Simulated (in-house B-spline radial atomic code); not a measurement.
A run on neutral xenon (an excited or competing configuration) that did not converge. Method: scalar-relativistic (X2C) OLYP, spin-polarised, spherical fractional occupations, Fermi nucleus of rms radius 4.7859 fm; computed with an all-electron radial atomic-structure program (B-spline basis).

Command:
```bash
python run_scf.py task.json out
```
Settings (nuclear radius in fm, mass in u):
```
Z                54
configuration    [Kr] 4d10 5s2 5p5 5f1
hamiltonian      x2c
method           optx,lyp
spin_polarised   True
nucleus          fermi
rms_radius       4.7859
atomic_mass      131.90416
speed_of_light   137.035999084
```

First and last ten iterations of the last attempt (damped for 15 steps, keeping 80 % of the old Fock matrix, then DIIS):
```
 iter        energy (Eh)    residual
    1       -7444.490944    4.66e-01
    2       -7445.530898    3.10e-01
    3       -7447.259841    1.95e-01
    4       -7447.970357    1.21e-01
    5       -7448.251140    7.49e-02
    6       -7448.383126    4.48e-02
    7       -7448.432719    2.70e-02
    8       -7448.451921    1.62e-02
    9       -7448.459508    1.13e-02
   10       -7448.462566    8.04e-03
  111       -7448.465095    1.33e-04
  112       -7448.465135    1.08e-04
  113       -7448.465158    9.55e-05
  114       -7448.465159    1.02e-04
  115       -7448.465132    3.56e-05
  116       -7448.465131    1.12e-04
  117       -7448.465153    1.38e-04
  118       -7448.465146    1.51e-04
  119       -7448.465150    1.55e-04
  120       -7448.465154    1.46e-04
 not converged after 120 iterations
```

The smallest residual met was 2.6e-05; the threshold is about 5e-07. No energy from this run should be used. Cost of the run: 6.7 s on 1 thread of Arm Neoverse V2, with other jobs on the host.
